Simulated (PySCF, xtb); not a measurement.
C₂H₇BClN, SMILES ClBN(C)C. Other conformers were not sampled.

Harmonic wavenumbers (cm⁻¹) from GFN2-xTB in xtb at its own minimum, in rising order: 144, 164, 212, 222, 354, 359, 448, 726, 745, 880, 1035, 1055, 1089, 1136, 1139, 1217, 1406, 1413, 1454, 1468, 1480, 1480, 1514, 2629, 2943, 2949, 2963, 2970, 3048, 3052.

What does B3LYP-D3(BJ)/def2-SVP in PySCF 2.14.0 give at its own minimum? (The exact figures need the calculation; the answer reports its results.)

148, 191, 237, 240, 346, 373, 461, 788, 832, 891, 1072, 1079, 1115, 1165, 1176, 1256, 1429, 1442, 1459, 1460, 1472, 1474, 1553, 2642, 3000, 3007, 3059, 3065, 3150, 3165. Paired by order, the mean absolute difference is 37 cm⁻¹ and the zero-point energies are 59.6 and 61.1 kcal/mol.
